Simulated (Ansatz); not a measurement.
Calculated with Ansatz (gas phase, PBE0-D4/def2-TZVP geometries, no zero-point term in ΔE). CCSD(T)/CBS adds triple-zeta CCSD(T) − MP2 to the extrapolated MP2 energy (def2 sets, frozen cores). This one scheme is used for every species. DFT in def2-TZVPP. HSE06 is defined as in plane-wave codes. def2 core potentials past Kr. For I, Zr outer-core shells are correlated without core-valence functions, which leaves a few kJ/mol of doubt a bond. Each species was taken in one conformer, which may not be the lowest.

Consider the formal exchange of groups at a Zr–I bond: `[NH2][Zr]([NH2])([NH2])[I]` + CH₄ → `[CH3][Zr]([NH2])([NH2])[NH2]` + HI.

CCSD(T)/CBS gives +230.6 kJ/mol.

(1) Another level gave +225.6 kJ/mol. Which?
A. ωB97M-V/def2-TZVPP
B. MP2/def2-TZVPP
C. r2SCAN0-D4/def2-TZVPP
D. HSE06/def2-TZVPP

Largest T1 diagnostic among the species: 0.015.

Answers

(1) A. ωB97M-V 225.6, r2SCAN0-D4 236.8, MP2/def2-TZVPP 241.9, HSE06 230.0 kJ/mol.

From PBE to PBE0 (25 % exact exchange), in def2-TZVPP and without D4, ΔE moves by +6.5 kJ/mol. Leaving LDA and LC-ωPBE aside and taking each functional with its dispersion term where it has one, the values, not all of them listed here, spread over 17.6 kJ/mol, from revPBE-D4 to PBE-QIDH. At CCSD(T), def2-SVP lies +7.1 kJ/mol from the extrapolated value and def2-TZVPP −1.9 kJ/mol.
